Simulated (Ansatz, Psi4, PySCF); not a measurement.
Species: C2H2BCl2, charge 0, multiplicity 2. SMILES: [CH]=CB(Cl)Cl
Coordinates optimised at B3LYP-D3(BJ)/def2-TZVP (Ansatz, an electronic-structure program):
```
C
C 1 1.3110
H 2 1.0801 1 138.82
H 1 1.0953 2 118.65 3 0.00
B 1 1.5423 4 117.48 2 -180.00
Cl 5 1.7534 1 122.05 4 -180.00
Cl 5 1.7584 1 119.30 4 0.00
```
Charge 0, spin multiplicity 2.

Property: size of the dipole moment, in D. Conventions: spin-orbit terms left out; no dispersion term unless named; six Cartesian d functions in 6-31G* and its kin unless marked 5d; non-relativistic; open shells spin-unrestricted; 6-311+G** with 5d, 6d on Na to Ar in Ansatz. Ab initio and DFT rows: single points at B3LYP-D3(BJ) geometries (Ansatz).

| level | program | size of the dipole moment (D) |
|---|---|---|
| SVWN5/6-31G* | Ansatz | 2.32 |
| PBE/3-21G | Ansatz | 2.68 |
| BLYP/6-31G* | Ansatz | 2.27 |
| BP86/def2-SVP | PySCF | 1.90 |
| B3LYP/6-31G* | Ansatz | 2.40 |
| B3LYP/6-31+G* | Ansatz | 2.35 |
| M06-2X/6-311+G** | PySCF | 2.34 |
| wB97X-D/6-31G* | Psi4 | 2.49 |
| wB97X-D/6-311+G** | Psi4 | 2.33 |
| B3PW91/6-31G* (5d) | PySCF | 2.44 |

No value to compare with is used here. The 10 habitual levels span 1.90 (BP86/def2-SVP) to 2.68 D (PBE/3-21G).

The levels are drawn from those run, B3LYP/6-31G* more often than the rest, none by its result; left out are runs that failed, that the program found above a lower state of the same kind, or whose <S^2> lies over 0.5 above the pure value.
